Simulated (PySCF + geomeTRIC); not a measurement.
The multiplicity is imposed and other spin states were not computed.

Species: [Cd(F)(Cl)] (charge 0, multiplicity 1).

### Question
Give a relaxed geometry from BP86-D3(BJ)/def2-SVP run with PySCF + geomeTRIC.

### Answer
the end point of this relaxation.
Cartesian coordinates (Å) in one orientation:
```xyz
3

Cd    -0.033     0.008    -0.045
F      1.648     0.413     0.826
Cl    -2.011    -0.469    -1.072
```
